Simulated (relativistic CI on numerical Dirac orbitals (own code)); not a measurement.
## Cr²⁺ in a cubic cluster: 2p photoemission with charge transfer

Computed with a charge-transfer multiplet model of a cubic metal-ligand cluster with up to one ligand hole, Slater and spin-orbit integrals from Dirac-Coulomb-Breit ions, Slater integrals scaled by 0.9. The ground state mixes d4 with configurations of k ligand holes L, whose averages lie at kΔ + k(k − 1)U_dd/2; a core hole lowers each added d electron by U_cd. 300 K, Lorentzian 0.6 eV and Gaussian 0.8 eV FWHM.

Atomic integrals in eV (Slater integrals scaled, ζ unscaled), ground: F2dd 8.634, F4dd 5.365, zeta_d 0.027; with the core hole: F2dd 10.375, F4dd 6.499, zeta_d 0.047, zeta_core 5.620, F2cd 5.906, G1cd 4.389, G3cd 2.492.

Cluster parameters (eV): Δ = 5.1, U_dd = 4.9, 10Dq = 1.3, 10Dq(ligand) = 0.3, V(eg) = 2.15, V(t2g) = -1.03, final-state hopping factor = 0.9.

```json
{"Case": "U_cd = 4.7 eV", "n_d": "4.23", "d4": "0.77", "d5L": "0.23", "S": "2.00"}
{"Case": "U_cd = 5.9 eV", "n_d": "4.23", "d4": "0.77", "d5L": "0.23", "S": "2.00"}
{"Case": "U_cd = 6.5 eV", "n_d": "4.23", "d4": "0.77", "d5L": "0.23", "S": "2.00"}
```

Weights, n_d and S are thermal averages at 300 K. Binding energies count from the first peak over 30 % of the highest in each spectrum, which can be another peak from case to case. The parameters are a model scan and need not match a compound or its usual spin state. Peaks in eV (height, largest 100):
- U_cd = 4.7 eV: 0.0 (100), 1.2 (86), 5.7 (27), 11.2 (57), 15.0 (10)
- U_cd = 5.9 eV: 0.0 (100), 1.1 (86), 5.5 (34), 11.2 (60), 15.0 (14)
- U_cd = 6.5 eV: 0.0 (100), 1.2 (87), 5.5 (38), 11.3 (63), 15.1 (16), 19.5 (7)

Curve for U_cd = 4.7 eV (points under 2 left out, the grid thinned):

```json
{"E (eV)": "-3.5", "Intensity": "2.1"}
{"E (eV)": "-3.0", "Intensity": "2.7"}
{"E (eV)": "-2.4", "Intensity": "4.0"}
{"E (eV)": "-1.9", "Intensity": "6.1"}
{"E (eV)": "-1.4", "Intensity": "11.4"}
{"E (eV)": "-0.8", "Intensity": "36.0"}
{"E (eV)": "-0.3", "Intensity": "84.1"}
{"E (eV)": "0.2", "Intensity": "97.0"}
{"E (eV)": "0.8", "Intensity": "81.3"}
{"E (eV)": "1.3", "Intensity": "85.3"}
{"E (eV)": "1.8", "Intensity": "72.1"}
{"E (eV)": "2.4", "Intensity": "53.8"}
{"E (eV)": "2.9", "Intensity": "39.7"}
{"E (eV)": "3.4", "Intensity": "31.5"}
{"E (eV)": "4.0", "Intensity": "29.2"}
{"E (eV)": "4.5", "Intensity": "26.8"}
{"E (eV)": "5.0", "Intensity": "26.5"}
{"E (eV)": "5.6", "Intensity": "27.2"}
{"E (eV)": "6.1", "Intensity": "26.1"}
{"E (eV)": "6.6", "Intensity": "22.2"}
{"E (eV)": "7.2", "Intensity": "17.9"}
{"E (eV)": "7.7", "Intensity": "16.1"}
{"E (eV)": "8.3", "Intensity": "15.5"}
{"E (eV)": "8.8", "Intensity": "16.0"}
{"E (eV)": "9.3", "Intensity": "20.1"}
{"E (eV)": "9.9", "Intensity": "35.7"}
{"E (eV)": "10.4", "Intensity": "49.4"}
{"E (eV)": "10.9", "Intensity": "55.2"}
{"E (eV)": "11.5", "Intensity": "52.6"}
{"E (eV)": "12.0", "Intensity": "36.9"}
{"E (eV)": "12.5", "Intensity": "23.0"}
{"E (eV)": "13.1", "Intensity": "15.6"}
{"E (eV)": "13.6", "Intensity": "13.4"}
{"E (eV)": "14.1", "Intensity": "11.6"}
{"E (eV)": "14.7", "Intensity": "10.4"}
{"E (eV)": "15.2", "Intensity": "10.4"}
{"E (eV)": "15.7", "Intensity": "9.1"}
{"E (eV)": "16.3", "Intensity": "6.2"}
{"E (eV)": "16.8", "Intensity": "4.5"}
{"E (eV)": "17.3", "Intensity": "3.6"}
{"E (eV)": "17.9", "Intensity": "2.9"}
{"E (eV)": "18.4", "Intensity": "2.6"}
{"E (eV)": "18.9", "Intensity": "2.5"}
{"E (eV)": "19.5", "Intensity": "2.4"}
{"E (eV)": "20.0", "Intensity": "2.1"}
```

For the case U_cd = 5.9 eV, Δ = 5.1 eV is larger than U_dd = 4.9 eV, the Mott-Hubbard side of the Zaanen-Sawatzky-Allen scheme. With the core hole the configuration with one ligand hole lies at Δ − U_cd = 0.4, -0.8, -1.4 eV from the one without, in the order of the table; where this is negative the screened configuration lies lower, though the effective hopping of about 3.6 eV (from the holes of the mixed ground state) mixes the two strongly wherever it is as large as the gap.

With at most 1 ligand hole the space is cut while the next configuration still counts, so covalency is underestimated, and a final configuration with one more ligand hole, which can lie low, is missing from the spectra.
